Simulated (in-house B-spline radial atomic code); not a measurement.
Results of a calculation; reference values are marked as such.
Extrapolating the RPA correlation energy in partial waves: As

All-electron RPA on PBE orbitals from a B-spline radial code for spherical atoms, scalar-relativistic (spin-free one-electron X2C), finite nucleus, configuration [Ar] 3d10 4s2 4p3, highest spin. With empty states up to angular momentum L the sums are:

| L | E_c(L) (hartree) |
| --- | --- |
| 4 | -2.150233 |
| 5 | -2.275038 |
| 6 | -2.335561 |
| 7 | -2.367415 |
| 8 | -2.384915 |

For large l each further wave adds A/(l + 1/2)⁴, because the basis must build the cusp where two electrons meet.

Problem. Estimate the limit from L = 7 and L = 8.

Solution. Wave 8 adds -0.017500, against a sum of (l + 1/2)⁻⁴ of 1.91569e-04, so A = -91.351. The sum over l > 8 is ζ(4, 9.5) = 4.5445e-04, close to 1/(3 × 9³) = 4.5725e-04. The tail is -0.041515 and the limit -2.42643 hartree.

Problem. How good is the estimate?

Solution. A run to L = 11 sums to -2.40610 and extrapolates to -2.42050 hartree, 1.09 millihartree from the run before, so it has not settled and is itself too deep. The estimate differs from that by -5.93 millihartree, while the bare sum at L = 8 misses 35.6 millihartree (1.5 %).
